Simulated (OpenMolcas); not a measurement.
Lines of Mo³⁺: computed and rescaled rates

```yaml
Program: OpenMolcas
Method: "MS-CASPT2, IPEA 0.25 Eh, imaginary shift 0.1 Eh (closed shells correlated: 4s 4p)"
Basis: ANO-RCC-VTZP [7s6p4d2f1g]
Scalar_Hamiltonian: DKH2, point nucleus
Active_space: 3 electrons in 10 orbitals (4d 5d)
State_averaging: 2S+1 = 4 even, 10 roots; 2S+1 = 2 even, 40 roots
Spin-orbit_coupling: RASSI with atomic mean-field integrals over the reference wave functions, term energies averaged over their components
```

Rates come from the transition moments of the reference wave functions (E1 and E2 in the length form). At fixed line strength A goes as λ^-3 for E1 and M1 and as λ^-5 for E2, so a rate at the computed wavelength can be rescaled to the measured one. Measured vacuum wavelengths follow from level energies in Sugar and Musgrove, J. Phys. Chem. Ref. Data 17, 155 (1988). Branching counts decays inside the model space alone, at computed energies, and the table is only a selection of the E2 and M1 lines, drawn from those between levels with measured partners whose computed energy lies within a factor of 1.5 of the measured one.

```
               Upper       Lower  Type  λ computed (nm)  λ measured (nm)  A computed (s-1)  A rescaled (s-1)  Branching %
          4d³ ⁴F_5/2  4d³ ⁴F_3/2    M1            13100            12850          1.91e-02          2.02e-02        100.0
          4d³ ⁴F_7/2  4d³ ⁴F_5/2    M1            10360            10190          3.88e-02          4.08e-02        100.0
          4d³ ⁴F_9/2  4d³ ⁴F_7/2    M1             9099             9051          3.56e-02          3.62e-02        100.0
          4d³ ⁴P_5/2  4d³ ⁴P_3/2    M1             7608             7804          3.09e-02          2.86e-02         40.1
          4d³ ²P_1/2  4d³ ⁴P_1/2    M1             2726             2494          2.89e-01                           93.4
          4d³ ²H_9/2  4d³ ²G_9/2    M1             2513             2714          1.84e-01                           45.9
         4d³ ²H_11/2  4d³ ²G_9/2    M1             2267             2471          1.25e-01                           95.0
          4d³ ²H_9/2  4d³ ²G_7/2    M1             2103             2265          1.53e-01                           38.2
          4d³ ⁴P_5/2  4d³ ⁴F_9/2    E2             1109             1143          2.00e-02          1.72e-02         25.9
          4d³ ⁴P_1/2  4d³ ⁴F_5/2    E2             1021             1046          1.52e-02          1.35e-02         29.0
          4d³ ²G_9/2  4d³ ⁴F_9/2    M1             1016             1059          4.76e-01                           66.9
          4d³ ²G_7/2  4d³ ⁴F_7/2    M1            983.8             1018          2.17e-01                           46.4
          4d³ ⁴P_3/2  4d³ ⁴F_3/2    M1            949.6              968          2.86e-02                           37.1
          4d³ ⁴P_1/2  4d³ ⁴F_3/2    E2            947.4            967.3          3.53e-02          3.18e-02         67.3
          4d³ ²G_9/2  4d³ ⁴F_7/2    M1            914.1            947.8          2.31e-01                           32.4
          4d³ ²G_7/2  4d³ ⁴F_5/2    M1            898.5            925.7          2.42e-01                           51.7
          4d³ ²F_7/2  4d³ ²G_7/2    M1            724.2            757.2          2.18e-01                           29.1
          4d³ ²F_5/2  4d³ ²G_7/2    M1            707.4            739.7          1.33e-01                           22.6
       4d³ ²D_5/2(1)  4d³ ⁴F_7/2    M1            638.1            664.5          9.20e-01                           72.2
4d³ ²D_3/2(1) [65 %]  4d³ ⁴F_5/2    M1            603.5            612.4          7.62e-01                           47.3
4d³ ²D_3/2(1) [65 %]  4d³ ⁴F_3/2    M1              577            584.5          4.08e-01                           25.3
          4d³ ²F_7/2  4d³ ⁴F_9/2    M1            437.2            456.2          2.24e-01                           29.8
          4d³ ²F_5/2  4d³ ⁴F_3/2    M1            384.2            398.4          1.96e-01                           33.2
       4d³ ²D_5/2(2)  4d³ ²G_9/2    E2            355.9            375.8          5.33e+00          4.06e+00         41.6
       4d³ ²D_3/2(2)  4d³ ²G_7/2    E2            342.1            361.7          7.62e+00          5.77e+00         56.5
```

Spin-changing lines and M1 lines between different terms are not rescaled, since their strength hangs on the term gaps too.

The largest correction is for 4d³ ²D_3/2(2) → 4d³ ²G_7/2 (E2): 7.62e+00 × (342.1 / 361.7)^5 = 5.77e+00 s-1, a factor of 0.76.

The computed rate and branching of 4d³ ⁴F_5/2 → 4d³ ⁴F_3/2 give the upper level a radiative lifetime of 1.000 / 1.91e-02 s-1 = 5.24e+01 s, counting decays inside the model space alone. The rescaled rate gives about 4.9e+01 s.

The computed order of these levels differs from the measured one in 2 places, and where term gaps are wrong the rates of spin-changing lines can be off by large factors.

These are rates of the free ion; in crystals, glasses and complexes forced electric-dipole and non-radiative decay shorten such lifetimes by orders of magnitude. No measured rate stands beside these. Rescaling mends the energy factor alone: line strengths can still be far off where a level mixes with configurations outside the active space, and weak or spin-changing lines hang on small mixing coefficients that depend on the term gaps too, so rescaling need not improve them.

Term energies are means over components that CASPT2 splits; among the terms shown or strongly mixed into the levels shown the widest spread is 700 cm-1 (4d³ ⁴F). Active for correlation alone: 5d; no level in the range computed is led by a configuration that fills it, so any true level of that kind is missing. The CASPT2 spread within a term exceeds the gap to the next term for 4d³ ²H and 4d³ ²D(1), so the order of their levels is uncertain. Measured partners are found by configuration, term and J. A level has none where our copy of the source lacks it or the pairing is in doubt (some pairs that miss far off the trend of their configuration count as doubtful). Levels of configurations outside the active space are missing.

A share in square brackets marks a mixed level and gives the weight of the term that names it. A number in round brackets counts repeated terms of one configuration in the order of the reference energies.
